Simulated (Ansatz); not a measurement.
Mulliken charges of CH3F2InSe (`C[Se][In]([F])[F]`) from ωB97M-V/def2-TZVPP in Ansatz (PBE0-D4/def2-TZVP geometry).

```
atom   x (Å)   y (Å)   z (Å)  charge (e)
  C1  -0.627  -0.763   1.174      -0.410
 Se2   0.749   0.640   1.174      -0.132
 In3   0.843   0.992  -1.255       1.005
  F4  -0.291  -0.049  -2.440      -0.481
  F5   1.938   2.224  -2.264      -0.465
  H6  -0.287  -1.636   0.625       0.165
  H7  -0.765  -1.019   2.224       0.152
  H8  -1.559  -0.387   0.762       0.165
```

Task: By hand: the dipole of these point charges (1 e Å = 4.8032 D).

Result: Σ q r = (-0.177, -0.274, 0.896) e Å, of length 0.954 e Å = 4.58 D.

Task: How does the dipole of the full density compare? (Best estimate.)

Result: Computed: (-0.207, -0.287, 0.723) e Å, 3.87 D; the point charges give 1.18 times that, at 6° from its direction.

Point charges leave out the atoms' own dipoles, such as those of lone pairs, and Mulliken's split depends on the basis, so the two needn't agree.
